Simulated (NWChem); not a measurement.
All runs are NWChem calculations. System: tellurium hexafluoride (F₆Te), charge 0, spin multiplicity 1, at a geometry optimised with PBE0/def2-SVP with def2 effective core potentials on Te. Level: CAM-B3LYP/def2-SVP with def2 effective core potentials on Te.

Output (cleaned and shortened):

```
             Northwest Computational Chemistry Package (NWChem) 7.3.0
             --------------------------------------------------------

                                NWChem Input Module
                                -------------------

 Scaling coordinates for geometry "geometry" by  1.889725989
 (inverse scale =  0.529177249)

 Turning off AUTOSYM since
 SYMMETRY directive was detected!

                             Geometry "geometry" -> ""
                             -------------------------

 Output coordinates in angstroms (scale by  1.889725989 to convert to a.u.)

  No.       Tag          Charge          X              Y              Z
 ---- ---------------- ---------- -------------- -------------- --------------
    1 F                    9.0000    -1.87571400     0.00000000     0.00000000
    2 Te                  52.0000     0.00000000     0.00000000     0.00000000
    3 F                    9.0000     0.00000000     0.00000000     1.87571600
    4 F                    9.0000     0.00000000     0.00000000    -1.87571600
    5 F                    9.0000     0.00000000    -1.87571400     0.00000000
    6 F                    9.0000     0.00000000     1.87571400     0.00000000
    7 F                    9.0000     1.87571400     0.00000000     0.00000000

 Effective nuclear repulsion energy (a.u.)    1020.3750235474

            Nuclear Dipole moment (a.u.)
            ----------------------------
        X                 Y               Z
 ---------------- ---------------- ----------------
     0.0000000000     0.0000000000     0.0000000000

      Symmetry information
      --------------------

 Group name             D2h
 Group number             26
 Group order               8
 No. of unique centers     4

      Symmetry unique atoms

     1    2    3    5


 Summary of "ao basis" -> "" (spherical)
 ------------------------------------------------------------------------------
       Tag                 Description            Shells   Functions and Types
 ---------------- ------------------------------  ------  ---------------------
 *                          def2-svp                  on all atoms

                                 NWChem DFT Module
                                 -----------------

 Summary of "ao basis" -> "ao basis" (spherical)
 ------------------------------------------------------------------------------
       Tag                 Description            Shells   Functions and Types
 ---------------- ------------------------------  ------  ---------------------
 F                          def2-svp                 6       14   3s2p1d
 Te                         def2-svp                10       26   4s4p2d

 Summary of "ao basis" -> "ao basis" (spherical)
 ------------------------------------------------------------------------------
       Tag                 Description            Shells   Functions and Types
 ---------------- ------------------------------  ------  ---------------------
 F                          def2-svp                 6       14   3s2p1d
 Te                         def2-svp                10       26   4s4p2d

      Symmetry analysis of basis
      --------------------------

        ag         29
        au          3
        b1g         9
        b1u        17
        b2g         9
        b2u        17
        b3g         9
        b3u        17

  int_init: cando_txs set to always be  F

            General Information
            -------------------
          SCF calculation type: DFT
          Wavefunction type:  closed shell.
          No. of atoms     :     7
          No. of electrons :    78
           Alpha electrons :    39
            Beta electrons :    39
          Charge           :     0
          Spin multiplicity:     1
          Use of symmetry is: on ; symmetry adaption is: on
          Maximum number of iterations: 100
          This is a Direct SCF calculation.
          AO basis - number of functions:   110
                     number of shells:    46
          Convergence on energy requested:  1.00D-06
          Convergence on density requested:  1.00D-05
          Convergence on gradient requested:  5.00D-04

              XC Information
[...]
    21 ag         22 ag         23 b2u        24 b3u        25 b1u
    26 b1g        27 b3g        28 b2g        29 ag         30 ag
    31 b1u        32 b3u        33 b2u        34 b1u        35 b2u
    36 b3u        37 b1g        38 b2g        39 b3g        40 ag
    41 b1u        42 b2u        43 b3u        44 ag         45 b1u
    46 b2u        47 b3u        48 b3g        49 b2g

 !! scf_movecs_sym_adapt:   24 vectors were symmetry contaminated

  Symmetry fudging

 !! scf_movecs_sym_adapt:   18 vectors were symmetry contaminated

   convergence    iter        energy       DeltaE   RMS-Dens  Diis-err    time
 ---------------- ----- ----------------- --------- --------- ---------  ------
 d= 0,ls=0.0,diis     1   -866.1058097896 -1.46D+03  2.72D-02  2.58D+00     2.1
 d= 0,ls=0.0,diis     2   -866.0863974536  1.94D-02  1.17D-02  3.74D+00     4.0
 d= 0,ls=0.0,diis     3   -866.4045214065 -3.18D-01  8.55D-04  2.96D-02     5.6

 !! scf_movecs_sym_adapt:    6 vectors were symmetry contaminated

  Symmetry fudging

 !! scf_movecs_sym_adapt:    2 vectors were symmetry contaminated

 d= 0,ls=0.0,diis     4   -866.4065829068 -2.06D-03  2.07D-04  1.62D-03     7.5

 !! scf_movecs_sym_adapt:   24 vectors were symmetry contaminated

  Symmetry fudging

 !! scf_movecs_sym_adapt:   14 vectors were symmetry contaminated

 d= 0,ls=0.0,diis     5   -866.4067042144 -1.21D-04  3.04D-05  4.89D-06     9.4

 !! scf_movecs_sym_adapt:   20 vectors were symmetry contaminated

  Symmetry fudging

 !! scf_movecs_sym_adapt:    4 vectors were symmetry contaminated

 d= 0,ls=0.0,diis     6   -866.4067050519 -8.37D-07  6.59D-06  1.38D-07    11.1

         Total DFT energy =     -866.406705051879
      One electron energy =    -2482.527499328301
           Coulomb energy =     1105.852665640050
    Exchange-Corr. energy =      -83.540949297564
 Nuclear repulsion energy =      593.809077933936

 Numeric. integr. density =       77.999990968883

     Total iterative time =     10.7s

                  Occupations of the irreducible representations
                  ----------------------------------------------

                     irrep           alpha         beta
                     --------     --------     --------
                     ag               12.0         12.0
                     au                0.0          0.0
                     b1g               3.0          3.0
                     b1u               6.0          6.0
                     b2g               3.0          3.0
                     b2u               6.0          6.0
                     b3g               3.0          3.0
                     b3u               6.0          6.0

                       DFT Final Molecular Orbital Analysis
                       ------------------------------------

 Vector   37  Occ=2.000000D+00  E=-5.227472D-01  Symmetry=b3g
              MO Center=  1.7D-28,  1.1D-15, -4.2D-17, r^2= 3.9D+00
   Bfn.  Coefficient  Atom+Function         Bfn.  Coefficient  Atom+Function
  ----- ------------  ---------------      ----- ------------  ---------------
    45      0.347746  3 F  py                59     -0.347746  4 F  py
    74      0.347746  5 F  pz                88     -0.347746  6 F  pz
    48     -0.235817  3 F  py                62      0.235817  4 F  py
    77     -0.235817  5 F  pz                91      0.235817  6 F  pz

 Vector   38  Occ=2.000000D+00  E=-5.227472D-01  Symmetry=b2g
              MO Center= -7.2D-16, -9.8D-29, -2.6D-18, r^2= 3.9D+00
   Bfn.  Coefficient  Atom+Function         Bfn.  Coefficient  Atom+Function
  ----- ------------  ---------------      ----- ------------  ---------------
     6      0.347746  1 F  pz                44      0.347746  3 F  px
    58     -0.347746  4 F  px               102     -0.347746  7 F  pz
     9     -0.235817  1 F  pz                47     -0.235817  3 F  px
    61      0.235817  4 F  px               105      0.235817  7 F  pz

 Vector   39  Occ=2.000000D+00  E=-5.227471D-01  Symmetry=b1g
              MO Center= -7.6D-17, -5.4D-17, -1.1D-29, r^2= 3.9D+00
   Bfn.  Coefficient  Atom+Function         Bfn.  Coefficient  Atom+Function
  ----- ------------  ---------------      ----- ------------  ---------------
     5      0.347746  1 F  py                72     -0.347746  5 F  px
    86      0.347746  6 F  px               101     -0.347746  7 F  py
     8     -0.235817  1 F  py                75      0.235817  5 F  px
    89     -0.235817  6 F  px               104      0.235817  7 F  py

 Vector   40  Occ=0.000000D+00  E=-1.436373D-01  Symmetry=ag
              MO Center=  2.4D-16,  4.6D-17, -9.2D-17, r^2= 3.0D+00
   Bfn.  Coefficient  Atom+Function         Bfn.  Coefficient  Atom+Function
  ----- ------------  ---------------      ----- ------------  ---------------
    17      0.955889  2 Te s                 18      0.389668  2 Te s
    16     -0.346964  2 Te s                 15     -0.306661  2 Te s
     4      0.254447  1 F  px                46     -0.254447  3 F  pz
    60      0.254447  4 F  pz                73      0.254447  5 F  py
    87     -0.254447  6 F  py               100     -0.254447  7 F  px

 Vector   41  Occ=0.000000D+00  E= 6.802300D-02  Symmetry=b1u
              MO Center= -1.7D-15,  2.5D-15,  7.2D-15, r^2= 2.8D+00
   Bfn.  Coefficient  Atom+Function         Bfn.  Coefficient  Atom+Function
  ----- ------------  ---------------      ----- ------------  ---------------
    27      0.797450  2 Te pz                30      0.791484  2 Te pz
    43     -0.395053  3 F  s                 57      0.395053  4 F  s
    49      0.291292  3 F  pz                63      0.291292  4 F  pz
    46     -0.259072  3 F  pz                60     -0.259072  4 F  pz
    24     -0.256939  2 Te pz                21     -0.195717  2 Te pz

 Vector   42  Occ=0.000000D+00  E= 6.802384D-02  Symmetry=b2u
              MO Center= -6.6D-17, -2.0D-15,  8.6D-18, r^2= 2.8D+00
   Bfn.  Coefficient  Atom+Function         Bfn.  Coefficient  Atom+Function
  ----- ------------  ---------------      ----- ------------  ---------------
    26      0.797448  2 Te py                29      0.791489  2 Te py
    71      0.395056  5 F  s                 85     -0.395056  6 F  s
    76      0.291293  5 F  py                90      0.291293  6 F  py
    73     -0.259071  5 F  py                87     -0.259071  6 F  py
    23     -0.256939  2 Te py                20     -0.195717  2 Te py

 center of mass
 --------------
 x =   0.00000000 y =   0.00000000 z =   0.00000000

 moments of inertia (a.u.)
 ------------------
         954.791167978884           0.000000000000           0.000000000000
           0.000000000000         954.791167978884           0.000000000000
           0.000000000000           0.000000000000         954.790149923190

     Multipole analysis of the density
     ---------------------------------

     L   x y z        total         alpha         beta         nuclear
     -   - - -        -----         -----         ----         -------
     0   0 0 0     -0.000000    -39.000000    -39.000000     78.000000

     1   1 0 0      0.000000      0.000000      0.000000      0.000000
     1   0 1 0      0.000000      0.000000      0.000000      0.000000
     1   0 0 1      0.000000      0.000000      0.000000      0.000000

     2   2 0 0    -43.111486   -134.632520   -134.632520    226.153554
     2   1 1 0      0.000000      0.000000      0.000000      0.000000
     2   1 0 1      0.000000      0.000000      0.000000      0.000000
     2   0 2 0    -43.111486   -134.632520   -134.632520    226.153554
     2   0 1 1      0.000000      0.000000      0.000000      0.000000
     2   0 0 2    -43.111544   -134.632790   -134.632790    226.154036

 Task  times  cpu:       11.1s     wall:       11.1s

 Total times  cpu:       11.1s     wall:       11.1s
```

Question: Write an NWChem input that would produce this output.

Answer: One answer among several that fit: 
```
start mol
memory heap 200 mb stack 900 mb global 1100 mb
geometry units angstroms nocenter noautoz
  F     -1.875714     0.000000     0.000000
  Te     0.000000     0.000000     0.000000
  F      0.000000     0.000000     1.875716
  F      0.000000     0.000000    -1.875716
  F      0.000000    -1.875714     0.000000
  F      0.000000     1.875714     0.000000
  F      1.875714     0.000000     0.000000
  symmetry group D2h
end
basis spherical
  * library def2-svp
end
ecp
  Te library def2-ecp
end
dft
  xc xcamb88 1.00 lyp 0.81 vwn_5 0.19 hfexch 1.00
  cam 0.33 cam_alpha 0.19 cam_beta 0.46
  direct
  iterations 100
end
task dft energy
```
